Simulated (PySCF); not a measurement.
C4H10Ge (SMILES C=[CH][GeH]([CH3])[CH3]), singlet, geometry from GFN2-xTB; DF-B3LYP/STO-3G run with PySCF.

PySCF was given this input:
```python
from pyscf import gto, scf, dft

mol = gto.M(
    atom='''
Ge   -0.341719    0.027577   -0.330062
C    -0.900361    1.892136    0.029051
C    -1.150392   -1.205335    0.984902
C     1.615263   -0.095655   -0.319686
C     2.321811   -0.796979    0.550399
H    -0.815824   -0.343083   -1.723777
H    -1.980944    1.989036   -0.025842
H    -0.461746    2.579389   -0.688698
H    -0.582244    2.194082    1.023508
H    -0.857778   -2.233485    0.792481
H    -0.835756   -0.943780    1.991976
H    -2.234649   -1.149762    0.946904
H     2.139402    0.469738   -1.080728
H     1.845115   -1.376855    1.325363
H     3.401488   -0.832747    0.532792
''',
    basis='sto-3g',
    charge=0,
    spin=0,
    verbose=4,
    max_memory=1800,
)

mf = dft.RKS(mol)
mf.xc = 'b3lyp'
mf = mf.density_fit(auxbasis='def2-universal-jkfit')
mf.kernel()
```

It wrote (shortened):

```
PySCF version 2.14.0

[INPUT] verbose = 4
[INPUT] num. atoms = 15
[INPUT] num. electrons = 66
[INPUT] charge = 0
[INPUT] spin (= nelec alpha-beta = 2S) = 0
[INPUT] symmetry False subgroup None
[INPUT] Mole.unit = angstrom
[INPUT] Symbol           X                Y                Z      unit          X                Y                Z       unit  Magmom
[...]
nuclear repulsion = 360.175584729736
number of shells = 30
number of NR pGTOs = 144
number of NR cGTOs = 48
basis = sto-3g
ecp = {}

******** <class 'pyscf.df.df_jk.DFRKS'> ********
method = DFRKS
initial guess = minao
damping factor = 0
level_shift factor = 0
DIIS = <class 'pyscf.scf.diis.CDIIS'>
diis_start_cycle = 1
diis_space = 8
diis_damp = 0
SCF conv_tol = 1e-09
SCF conv_tol_grad = None
SCF max_cycles = 50
direct_scf = False
XC library pyscf.dft.libxc version 7.1.2
    S. Lehtola, C. Steigemann, M. J. T. Oliveira, and M. A. L. Marques,  SoftwareX 7, 1–5 (2018)
XC functionals = b3lyp
    P. J. Stephens, F. J. Devlin, C. F. Chabalowski, and M. J. Frisch,  J. Phys. Chem. 98, 11623 (1994)
radial grids:
    Treutler-Ahlrichs [JCP 102, 346 (1995); DOI:10.1063/1.469408] (M4) radial grids

becke partition: Becke, JCP 88, 2547 (1988); DOI:10.1063/1.454033
pruning grids: <function nwchem_prune>
grids dens level: 3
symmetrized grids: False
atomic radii adjust function: <function treutler_atomic_radii_adjust>
small_rho_cutoff = 0
Set gradient conv threshold to 3.16228e-05
Initial guess from minao.
tot grids = 175192
******** <class 'pyscf.df.df.DF'> ********
auxbasis = def2-universal-jkfit
init E= -2207.37209178556
[...]
cycle= 1 E= -2209.47944905732  delta_E= -2.11  |g|= 0.579  |ddm|= 4.53
[...]
cycle= 2 E= -2209.40622869668  delta_E= 0.0732  |g|= 0.777  |ddm|= 2.05
[...]
cycle= 3 E= -2209.60707732046  delta_E= -0.201  |g|= 0.138  |ddm|= 1.25
[...]
cycle= 4 E= -2209.612263176  delta_E= -0.00519  |g|= 0.0563  |ddm|= 0.233
[...]
cycle= 5 E= -2209.61309796034  delta_E= -0.000835  |g|= 0.0218  |ddm|= 0.093
[...]
cycle= 6 E= -2209.61324733525  delta_E= -0.000149  |g|= 0.00266  |ddm|= 0.031
[...]
cycle= 7 E= -2209.61324982967  delta_E= -2.49e-06  |g|= 0.000725  |ddm|= 0.00503
[...]
cycle= 8 E= -2209.613250004  delta_E= -1.74e-07  |g|= 0.000133  |ddm|= 0.0012
[...]
cycle= 9 E= -2209.61325001151  delta_E= -7.51e-09  |g|= 7.46e-06  |ddm|= 0.00026
[...]
cycle= 10 E= -2209.61325001154  delta_E= -2.86e-11  |g|= 2.15e-06  |ddm|= 2.09e-05
[...]
Extra cycle  E= -2209.61325001153  delta_E= 4.09e-12  |g|= 1.74e-06  |ddm|= 7.01e-06
converged SCF energy = -2209.61325001153
```
